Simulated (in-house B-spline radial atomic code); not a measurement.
Configurations of Kr, with energies counted from [Ar] 3d10 4s2 4p6. Level of theory: Dirac-Hartree-Fock, average of configuration, Fermi nucleus of rms radius 4.1884 fm; calculated with a B-spline radial code for spherical atoms. Energies include first-order Breit, QED and recoil terms.

Occupations are held fixed; configurations that lie above the ionisation limit could autoionise.

```csv
configuration,E - E(ref) (eV),highest orbital,its <r> (bohr)
[Ar] 3d10 4s2 4p5 6s1,11.678,6s1/2,13.24
[Ar] 3d10 4s2 4p5 8s1,12.684,8s1/2,37.09
[Ar] 3d10 4s2 4p5 6g1,12.857,6g9/2,44
[Ar] 3d10 4s1 4p6 6d1,30.4,6d3/2,31.07
[Ar] 3d10 4s1 4p6 8p1,30.529,8p3/2,43.38
[Ar] 3d10 4s1 4p6 6f1,30.613,6f5/2,47.97
[Ar] 3d10 4s1 4p6 7f1,30.714,7f5/2,67.46
[Ar] 3d9 4s2 4p6 5f1,92.137,5f5/2,31.48
[Ar] 3d9 4s2 4p6 6f1,92.304,6f5/2,47.98
[Ne] 3s2 3p5 3d10 4s2 4p6 5d1,218.78,5d3/2,18.42
```

(1) Order these further configurations by energy, lowest first.
A. [Ar] 3d10 4s2 4p5 6f1
B. [Ar] 3d10 4s1 4p6 7d1
C. [Ar] 3d10 4s2 4p5 7f1
D. [Ar] 3d10 4s1 4p6 6g1
E. [Ar] 3d10 4s1 4p6 8d1

(2) How far above the reference does [Ar] 3d10 4s2 4p5 5g1 lie?

(3) How far above the reference does [Ar] 3d10 4s1 4p6 4f1 lie?

(4) How far above the reference does [Ar] 3d9 4s2 4p6 5p1 lie?

Answers

(1) A (12.857 eV), C (12.957 eV), B (30.585 eV), D (30.613 eV), E (30.695 eV).

(2) 12.691 eV; its least bound orbital is 5g9/2 with <r> = 27.5 bohr.

(3) 30.141 eV; its least bound orbital is 4f5/2 with <r> = 17.99 bohr.

(4) 90.24 eV; its least bound orbital is 5p3/2 with <r> = 7.712 bohr.
